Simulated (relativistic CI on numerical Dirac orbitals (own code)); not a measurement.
**Kr12+: computed level list**

These numbers are calculated, not measured: Dirac-Coulomb-Breit CI, orbitals from a KLI potential per configuration, model QED (radiative potential, 1s self-energy scaled to tabulated hydrogen-like ionisation energies), unscaled Slater integrals (own radial code, finite nucleus).

CI space (outside the closed core [Ne]): 3s2 3p6 3d6, 3s2 3p5 3d7, 3s2 3p4 3d8, 3s 3p6 3d7, 3s2 3p6 3d5 4s, 3p6 3d8, 3s2 3p6 3d5 4p, 3s2 3p6 3d5 4d, 3s 3p5 3d8, 3s2 3p6 3d4 4s2, 3s2 3p6 3d4 4s 4p, 3s2 3p6 3d5 4f, 3s2 3p6 3d5 5s, 3s2 3p6 3d4 4p2, 3s2 3p5 3d6 4s, 3s2 3p6 3d5 5p, 3s2 3p6 3d4 4s 4d, 3s2 3p4 3d7 4s, 3s2 3p6 3d5 5d, 3s2 3p5 3d6 4p, 3s2 3p6 3d4 4p 4d, 3s2 3p4 3d7 4p, 3s2 3p6 3d5 5g, 3s2 3p6 3d5 6s, 3s2 3p6 3d5 6d, 3s 3p6 3d6 4s, 3s 3p6 3d5 4s2, 3p6 3d7 4s, 3p6 3d7 4p, 3p6 3d7 4d, 3s 3p6 3d6 5s. Levels of other configurations are missing.

```
No.  Configuration  Term  J  E (cm⁻¹)    %  Next component (%)                jj configuration (%)
 41    3s2 3p5 3d7   5F°  5    925638   54              39 3G°                3p3/2^3 3d5/2^3 (83)
 42    3s2 3p5 3d7   5G°  2    925655   59              14 3F°        3p3/2^3 3d3/2^3 3d5/2^4 (26)
 43    3s2 3p5 3d7   3D°  2    927669   67               9 5G°        3p3/2^3 3d3/2^3 3d5/2^4 (63)
 44    3s2 3p5 3d7   5D°  4    931462   75              16 3F°        3p3/2^3 3d3/2^3 3d5/2^4 (54)
 45    3s2 3p5 3d7   3P°  2    937501   55              16 1D°                3p3/2^3 3d5/2^3 (43)
 46    3s2 3p5 3d7   3H°  6    938907   94               5 3I°        3p3/2^3 3d3/2^3 3d5/2^4 (52)
 47    3s2 3p5 3d7   3G°  4    939171   40              29 5F°        3p3/2^3 3d3/2^3 3d5/2^4 (78)
 48    3s2 3p5 3d7   3D°  1    939675   45              30 5F°        3p3/2^3 3d3/2^3 3d5/2^4 (39)
 49    3s2 3p5 3d7   3P°  1    945254   52              25 5D°        3p3/2^3 3d3/2^3 3d5/2^4 (67)
 50    3s2 3p5 3d7   5D°  3    946425   41              39 5F°        3p3/2^3 3d3/2^3 3d5/2^4 (41)
 51    3s2 3p5 3d7   3F°  4    948979   48              29 5D°        3p3/2^3 3d3/2^3 3d5/2^4 (58)
 52    3s2 3p5 3d7   3H°  5    954367   64              21 5F°        3p3/2^3 3d3/2^3 3d5/2^4 (61)
 53    3s2 3p5 3d7   3G°  3    954766   51              25 3F°        3p3/2^3 3d3/2^2 3d5/2^5 (47)
 54    3s2 3p5 3d7   5F°  2    957823   45              31 5D°        3p3/2^3 3d3/2^3 3d5/2^4 (33)
 55    3s2 3p5 3d7   3P°  0    959338   35              34 1S°        3p3/2^3 3d3/2^2 3d5/2^5 (58)
 56    3s2 3p5 3d7   3H°  4    966650   32              24 3G°        3p3/2^3 3d3/2^3 3d5/2^4 (36)
 57    3s2 3p5 3d7   1D°  2    966852   46              16 3F°        3p3/2^3 3d3/2^3 3d5/2^4 (41)
 58    3s2 3p5 3d7   5F°  1    970097   40              33 5D°        3p3/2^3 3d3/2^2 3d5/2^5 (45)
 59    3s2 3p5 3d7   5D°  3    970777   35              24 5F°        3p3/2^3 3d3/2^2 3d5/2^5 (29)
 60    3s2 3p5 3d7   3F°  3    971314   29              22 1F°  3p1/2 3p3/2^4 3d3/2^2 3d5/2^5 (33)
 61    3s2 3p5 3d7   3G°  5    973481   35              23 1H°        3p3/2^3 3d3/2^3 3d5/2^4 (37)
 62    3s2 3p5 3d7   5S°  2    974570   38              18 5F°        3p3/2^3 3d3/2^2 3d5/2^5 (52)
 63    3s2 3p5 3d7   3I°  7    980627  100                           3p3/2^3 3d3/2^3 3d5/2^4 (100)
 64    3s2 3p5 3d7   3H°  4    984774   43              27 3G°        3p3/2^3 3d3/2^2 3d5/2^5 (46)
 65    3s2 3p5 3d7   3F°  2    986052   40              12 5D°  3p1/2 3p3/2^4 3d3/2^2 3d5/2^5 (33)
 66    3s2 3p5 3d7   5D°  0    989709   69              25 3P°          3p3/2^3 3d3/2 3d5/2^6 (44)
 67    3s2 3p5 3d7   5D°  1    998027   41              30 3D°  3p1/2 3p3/2^4 3d3/2^2 3d5/2^5 (66)
 68    3s2 3p5 3d7   1H°  5   1001670   41              32 3I°        3p3/2^3 3d3/2^3 3d5/2^4 (43)
 69    3s2 3p5 3d7   5P°  3   1003291   60              19 3D°        3p3/2^3 3d3/2^3 3d5/2^4 (57)
 70    3s2 3p5 3d7   3P°  2   1003879   28              20 3D°                3p3/2^3 3d5/2^3 (43)
 71    3s2 3p5 3d7   3I°  6   1004751   84              13 3H°        3p3/2^3 3d3/2^2 3d5/2^5 (62)
 72    3s2 3p5 3d7   1G°  4   1008664   42              37 3F°        3p3/2^3 3d3/2^3 3d5/2^4 (45)
 73    3s2 3p5 3d7   1F°  3   1010138   39              23 5P°                3p3/2^3 3d5/2^3 (32)
 74    3s2 3p5 3d7   3P°  2   1012378   47              16 3D°        3p3/2^3 3d3/2^2 3d5/2^5 (22)
 75    3s2 3p5 3d7   3F°  4   1018023   33              23 3G°        3p3/2^3 3d3/2^3 3d5/2^4 (40)
 76    3s2 3p5 3d7   5D°  1   1018862   61              20 3P°        3p3/2^3 3d3/2^3 3d5/2^4 (42)
 77    3s2 3p5 3d7   5D°  2   1020346   76               7 3D°        3p3/2^3 3d3/2^3 3d5/2^4 (42)
 78    3s2 3p5 3d7   3F°  3   1022078   47              33 5D°        3p3/2^3 3d3/2^3 3d5/2^4 (55)
 79    3s2 3p5 3d7   5D°  3   1024932   42              24 3F°        3p3/2^3 3d3/2^3 3d5/2^4 (27)
 80    3s2 3p5 3d7   5D°  0   1025356   87              12 3P°        3p3/2^3 3d3/2^3 3d5/2^4 (43)
 81    3s2 3p5 3d7   3P°  1   1027395   44              24 5P°        3p3/2^3 3d3/2^2 3d5/2^5 (41)
 82    3s2 3p5 3d7   5D°  4   1032334   68              22 3F°          3p1/2 3p3/2^4 3d5/2^3 (30)
 83    3s2 3p5 3d7   5P°  1   1036365   60              21 5D°        3p3/2^3 3d3/2^3 3d5/2^4 (20)
 84    3s2 3p5 3d7   5P°  2   1038017   39              32 3F°        3p3/2^3 3d3/2^3 3d5/2^4 (32)
 85    3s2 3p5 3d7   3H°  6   1041055   79              15 1I°        3p3/2^3 3d3/2^3 3d5/2^4 (76)
```

Energies count from the lowest computed level; ° marks odd parity. Filled j subshells are mostly left out of the jj labels.

The mean weight of the leading LS term, summed over parents, in these 45 levels is 52 %, and that of the leading jj configuration (from the same eigenvectors) 47 %.

At this charge energies of transitions that change n are usually good to better than 1 %, and those within a shell (Δn = 0) to a few per cent. Terms inside the open d or f shell come out 10 to 20 % too wide with unscaled integrals.

LS names give the leading component of a level, which can be under half, so a name can repeat, a term be missing and a line seem to break the LS rules.
